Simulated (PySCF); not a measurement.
# Simulated absorption spectrum

Species: C4H4N2S.
Z-matrix (Å and degrees, GFN2-xTB geometry), rows numbered from 1:
```
C 
C   1  1.3292
C   2  1.4391  1  122.66
N   3  1.2917  2  125.97  1     0.04
N   4  1.3170  3  114.47  2   179.98
C   5  1.2832  4  113.79  3    -0.04
S   6  1.7337  5  114.20  4     0.03
H   1  1.0758  2  121.53  3   179.99
H   1  1.0761  2  120.69  3    -0.01
H   2  1.0809  1  121.68  3  -179.97
H   6  1.0708  5  123.82  4  -179.99
```

Theory: TDDFT PBE0/def2-SVPD, vertical, gas phase, core orbitals frozen in the response in PySCF 2.14.0, density-fitted response routines.

Computed states:

```csv
state,E (eV),f
S1,4.11,0.0002
S2,4.96,0.371
S3,5.56,0.0020
S4,5.73,0.0031
S5,5.73,0.0010
S6,5.80,0.0009
S7,6.04,0.022
S8,6.65,0.075
```

Each state is given a Gaussian of 0.3 eV full width at half maximum, with ε(max) = 2.175×10⁸ f / Δν̃ (Δν̃ the width in cm⁻¹). The width is an assumption, not a result. The curve ends short of the highest state used, and states not computed would add to its high-energy end.

Question: Give the broadened spectrum and its maxima.

Answer: 
(E (eV), ε (L mol⁻¹ cm⁻¹)): (3.66, 0), (3.77, 0), (3.87, 3), (3.97, 8), (4.08, 15), (4.18, 13), (4.28, 6), (4.39, 3), (4.49, 36), (4.60, 595), (4.70, 4052), (4.80, 14916), (4.91, 30699), (5.01, 30984), (5.11, 16888), (5.22, 4257), (5.32, 666), (5.43, 167), (5.53, 294), (5.63, 476), (5.74, 639), (5.84, 947), (5.95, 1709), (6.05, 2033)

Maxima: 302 nm (4.11 eV), ε about 15, made up of S1 (100%); 250 nm (4.96 eV), ε about 33000, made up of S2 (100%); 206 nm (6.03 eV), ε about 2000, made up of S7 (98%) (ε in L mol⁻¹ cm⁻¹; maxima over ε = 5, shares over 10%).

Question: Coming from long wavelengths, where does ε first pass 100 L mol⁻¹ cm⁻¹?

Answer: At about 274 nm (4.53 eV), 0.42 eV above S1.

Question: On this curve, what absorbance would a 10⁻⁴ mol/L sample give at 308 nm over a 1 cm path?

Answer: 308 nm is 4.025 eV, where ε is about 12 L mol⁻¹ cm⁻¹, so A = ε c l ≈ 0.0012 (Beer–Lambert, with the gas-phase spectrum and the assumed width).

Question: What would ε be at 4.96 eV, the highest of these maxima, with half the width (0.15 eV)?

Answer: About 66600 L mol⁻¹ cm⁻¹ against 33300, a factor of about 2.00; a lone state at its own centre would give exactly 2.

The run took 21 s wall on Arm Neoverse V1, one thread, on a shared host, and the process peaked at 0.71 GiB of memory.

One conformer stands for the species.
